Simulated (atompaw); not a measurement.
**Plane-wave convergence, PAW (atompaw) potential for Rh (Z = 45)**

rhodium, PAW, made with atompaw 4.2.0.5 (PBE, scalar-relativistic). Core [Ar] 3d10, reference 4s2 4p6 4d8 5s1 5p0. Waves: 4s (bound): rc 1.35 bohr; 5s (bound): rc 1.80 bohr; 4p (bound): rc 1.35 bohr; 5p (bound, empty): rc 1.70 bohr; 4d (bound): rc 1.80 bohr; 4d channel at 0.75 Ry: rc 1.80 bohr. Local part: troulliermartins scheme with l = 3 at 0 Ry, radius 1.25 bohr. Core correction: smooth core density matched at 1.00 bohr. Augmentation charge: besselshape compensation charge, radius 1.50 bohr; PAW radius 1.80 bohr; waves and projectors: custom polynom2 7 10 vanderbiltortho.

The pseudo-atom Hamiltonian at the reference potential is diagonalised in spherical Bessel functions j_l(qr) that vanish at 20 bohr, with q² up to the cutoff. All-electron valence levels (Ry): 4s -6.0633, 5s -0.3161, 4p -3.7059, 5p -0.0625, 4d -0.4366.

Task: How do the lowest levels (Ry) of each channel move with the cutoff, and are there ghosts?

Result:

```json
{"cutoff (Ry)": "8", "s #1": "-5.6221", "s #2": "-0.2828", "s #3": "0.0122", "p #1": "-1.5769", "p #2": "-0.0207", "p #3": "0.0718", "d #1": "0.0375", "d #2": "0.0889", "f #1": "0.1091", "Σ f·Δε (mRy)": "17481.2"}
{"cutoff (Ry)": "15", "s #1": "-6.0381", "s #2": "-0.3145", "s #3": "0.0089", "p #1": "-3.4832", "p #2": "-0.0601", "p #3": "0.0546", "d #1": "-0.3392", "d #2": "0.0602", "f #1": "0.1091", "Σ f·Δε (mRy)": "2166.3"}
{"cutoff (Ry)": "25", "s #1": "-6.0624", "s #2": "-0.3161", "s #3": "0.0087", "p #1": "-3.7005", "p #2": "-0.0624", "p #3": "0.0539", "d #1": "-0.4358", "d #2": "0.0596", "f #1": "0.1091", "Σ f·Δε (mRy)": "40.0"}
{"cutoff (Ry)": "35", "s #1": "-6.0628", "s #2": "-0.3161", "s #3": "0.0087", "p #1": "-3.7021", "p #2": "-0.0624", "p #3": "0.0539", "d #1": "-0.4361", "d #2": "0.0596", "f #1": "0.1091", "Σ f·Δε (mRy)": "26.7"}
{"cutoff (Ry)": "50", "s #1": "-6.0630", "s #2": "-0.3161", "s #3": "0.0087", "p #1": "-3.7037", "p #2": "-0.0624", "p #3": "0.0539", "d #1": "-0.4363", "d #2": "0.0596", "f #1": "0.1091", "Σ f·Δε (mRy)": "15.9"}
{"cutoff (Ry)": "70", "s #1": "-6.0631", "s #2": "-0.3161", "s #3": "0.0087", "p #1": "-3.7040", "p #2": "-0.0624", "p #3": "0.0539", "d #1": "-0.4363", "d #2": "0.0596", "f #1": "0.1091", "Σ f·Δε (mRy)": "13.0"}
{"cutoff (Ry)": "100", "s #1": "-6.0632", "s #2": "-0.3161", "s #3": "0.0087", "p #1": "-3.7044", "p #2": "-0.0624", "p #3": "0.0539", "d #1": "-0.4364", "d #2": "0.0596", "f #1": "0.1091", "Σ f·Δε (mRy)": "10.4"}
{"cutoff (Ry)": "140", "s #1": "-6.0632", "s #2": "-0.3161", "s #3": "0.0087", "p #1": "-3.7046", "p #2": "-0.0624", "p #3": "0.0539", "d #1": "-0.4365", "d #2": "0.0596", "f #1": "0.1091", "Σ f·Δε (mRy)": "7.9"}
{"cutoff (Ry)": "180", "s #1": "-6.0632", "s #2": "-0.3161", "s #3": "0.0087", "p #1": "-3.7052", "p #2": "-0.0624", "p #3": "0.0539", "d #1": "-0.4365", "d #2": "0.0596", "f #1": "0.1091", "Σ f·Δε (mRy)": "3.8"}
{"cutoff (Ry)": "260", "s #1": "-6.0633", "s #2": "-0.3161", "s #3": "0.0087", "p #1": "-3.7056", "p #2": "-0.0624", "p #3": "0.0539", "d #1": "-0.4366", "d #2": "0.0596", "f #1": "0.1091", "Σ f·Δε (mRy)": "1.1"}
{"cutoff (Ry)": "400", "s #1": "-6.0633", "s #2": "-0.3161", "s #3": "0.0087", "p #1": "-3.7058", "p #2": "-0.0624", "p #3": "0.0539", "d #1": "-0.4366", "d #2": "0.0596", "f #1": "0.1091", "Σ f·Δε (mRy)": "0.0"}
```

Result: no extra level below or beside the all-electron valence levels (s, p, d, f tested); 10 mRy is reached at 110 Ry and 1 mRy at 300 Ry.
